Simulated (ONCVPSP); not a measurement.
**Configuration tests for potassium (K) (ONCV)**

```
Element                 : K (Z = 19)
Generator               : ONCVPSP 4.0.1
Type                    : optimised norm-conserving Vanderbilt (ONCV)
Functional              : PBE
Relativity              : scalar-relativistic
Frozen core             : [Ne]
Valence charge          : 9
Reference configuration : 3s2 3p6 4s1
Partial waves           : 3s+4s: rc 2.25 bohr, ncon 4, nbas 8, qcut 5 1/bohr, 2 projectors; 3p: rc 1.30 bohr, ncon 4, nbas 8, qcut 6.8 1/bohr, 2 projectors, debl 1.5 Ha; d scattering state at 0.28 Ha: rc 2.10 bohr, ncon 4, nbas 8, qcut 5 1/bohr, 2 projectors, debl 3 Ha
Local potential         : polynomial inside 0.80 bohr (lpopt 5, dvloc0 -1 Ha)
Core correction         : Teter function, fcfact 4.5, rcfact 1.65
```

Energies are relative to the spin-unpolarised reference configuration 3s2 3p6 4s1; without spin polarisation the order of configurations can differ from experiment.

```tsv
valence configuration	charge	ΔE all-electron (eV)	error AE − PS (meV)
3s2 3p6 4s0	+1	4.314	-0.3
3s2 3p6 4s0 4p1	0	1.553	-0.1
3s1 3p6 4s1	+1	41.994	-220
```

(1) What are ΔE and the potential's error for 3s2 3p6 4s0.5?

Note: no bound ghost flagged; GHOST(+) flagged for s at 82.8 eV.

Answers

(1) ΔE = 1.641 eV all-electron; the error (AE − PS) is -0.1 meV.
